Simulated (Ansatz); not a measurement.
Consider the cleavage of the As–Ga bond: `[NH2][GaH][AsH2]` + CH₃OH → `CO[AsH2]` + `[NH2][GaH2]`.

Computed with Ansatz on PBE0-D4/def2-TZVP structures; ΔE is electronic, products minus reactants. CCSD(T)/CBS is the MP2 limit (def2-TZVPP, def2-QZVPP) plus CCSD(T) − MP2 in def2-TZVPP, frozen cores. This one scheme is used for every species. DFT in def2-TZVPP. B3LYP here is the variant with VWN-RPA as its local correlation; programs differ in this. HSE06 is defined as in plane-wave codes. For As, Ga outer-core shells are correlated without core-valence functions, which leaves a few kJ/mol of doubt a bond. Scalar relativity is left out up to krypton. One conformer a species, not always the lowest.

```
             level  ΔE (kcal/mol)  difference from CCSD(T)/CBS
       LDA (SPW92)           20.1                         -1.1
            PBE-D4           20.5                         -0.7
         revPBE-D4           19.3                         -1.9
           BLYP-D4           17.5                         -3.7
         r2SCAN-D4           20.2                         -1.0
            B97M-V           14.9                         -6.3
           PBE0-D4           21.9                          0.7
          B3LYP-D4           19.0                         -2.2
        r2SCANh-D4           20.9                         -0.3
        r2SCAN0-D4           21.8                          0.6
          HSE06-D4           22.0                          0.8
          BHLYP-D4           20.1                         -1.1
      CAM-B3LYP-D4           17.9                         -3.3
           ωB97M-V           18.9                         -2.3
            B2PLYP           19.1                         -2.1
          PBE-QIDH           21.7                          0.5
               PBE           20.5                         -0.7
              BLYP           17.8                         -3.4
            r2SCAN           20.2                         -1.0
              PBE0           21.8                          0.6
             B3LYP           19.0                         -2.2
           r2SCANh           20.8                         -0.4
           r2SCAN0           21.7                          0.5
             BHLYP           19.4                         -1.8
         CAM-B3LYP           17.8                         -3.4
           LC-ωPBE           19.7                         -1.5
RPA@PBE/def2-TZVPP           17.9                         -3.3
       HF/def2-SVP           20.2                         -1.0
      MP2/def2-SVP           20.9                         -0.3
     CCSD/def2-SVP           20.3                         -0.9
  CCSD(T)/def2-SVP           20.0                         -1.2
     HF/def2-TZVPP           18.6                         -2.6
SCS-MP2/def2-TZVPP           18.8                         -2.4
   CCSD/def2-TZVPP           20.1                         -1.1
CCSD(T)/def2-TZVPP           20.0                         -1.2
     HF/def2-QZVPP           18.0                         -3.2
    MP2/def2-QZVPP           21.2                          0.0
      HF/CBS(def2)           17.9                         -3.3
     MP2/CBS(def2)           21.9                          0.7
    CCSD/CBS(def2)           21.3                          0.1
       CCSD(T)/CBS           21.2                            0
```

Largest T1 diagnostic among the species: 0.014.

From PBE to PBE0 (25 % exact exchange), in def2-TZVPP and without D4, ΔE moves by +1.4 kcal/mol. At CCSD(T), def2-SVP lies −1.2 kcal/mol from the extrapolated value and def2-TZVPP −1.2 kcal/mol.

CCSD(T)/CBS has its own doubt, a few kJ/mol and more with outer-core shells, so smaller differences from it don't rank the levels.
